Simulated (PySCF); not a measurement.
Mo(S)2(SH)2 (H2MoS4), SMILES [S]=[Mo](=[S])([SH])[SH], multiplicity 1. Geometry: B3LYP-D3(BJ)/def2-SVP. The multiplicity is an assumed one; no other spin state was optimised. The structure was generated by enumeration; whether it is a known compound was not checked. The def2 effective core potentials stand for the cores of Mo; spin–orbit coupling is left out. One conformer was computed; it need not be the lowest.

Computed with B3LYP-D3(BJ)/def2-SVP (PySCF).

Harmonic wavenumbers (cm⁻¹): 121, 132, 133, 144, 171, 296, 312, 383, 404, 560, 560, 612, 639, 2643, 2643. Rotational constants (GHz): 1.267, 1.130, 1.123; symmetry number 2.

Task: Work out the zero-point energy and the ideal-gas rigid-rotor harmonic-oscillator thermochemistry at 298.15 K and 1 atm.

Result: ZPE = ½ Σ hcν = ½ × 9753 cm⁻¹ = 13.94 kcal/mol. H − E(el) = 19.72 kcal/mol. Entropy in cal/(mol K): translation 42.15, rotation 28.30, vibration 20.72, total 91.17. G − E(el) = -7.46 kcal/mol. Cp = 28.00 cal/(mol K). Modes under 150 cm⁻¹ make the vibrational entropy uncertain.
